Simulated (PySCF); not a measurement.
ZnCl2, SMILES [Cl][Zn][Cl]. Atoms are numbered in the order given.

```xyz
3

Zn     0.0000     0.0000     0.0000
Cl     0.0000     0.0000    -2.0905
Cl     0.0000     0.0000     2.0905
```

The structure is a stationary point at PBE-D3(BJ)/def2-TZVP. The isomer is the one that the SMILES or the coordinates give; other isomers of the formula were not compared.

All values below come from PySCF with PBE/def2-TZVPD.

The molecule is in vacuum.

**Question.** Estimate the frontier levels, gap, dipole moment and polarisability. (An estimate is asked for; the answer gives what the named calculation found.)

**Answer.** 
```json
{
 "highest_occupied_level": "-7.82 eV",
 "lowest_empty_level": "-2.69 eV",
 "orbital_gap": "5.12 eV",
 "dipole_moment": "0.00 D",
 "quadrupole, principal values (traceless, Buckingham form, about the centre of nuclear charge)": "-8.26, 4.13, 4.13 D·Å",
 "mean_static_polarisability": "53.9 bohr³ (7.99 Å³)",
 "polarisability_principal_values": "42.2, 42.2, 77.4 bohr³"
}
```
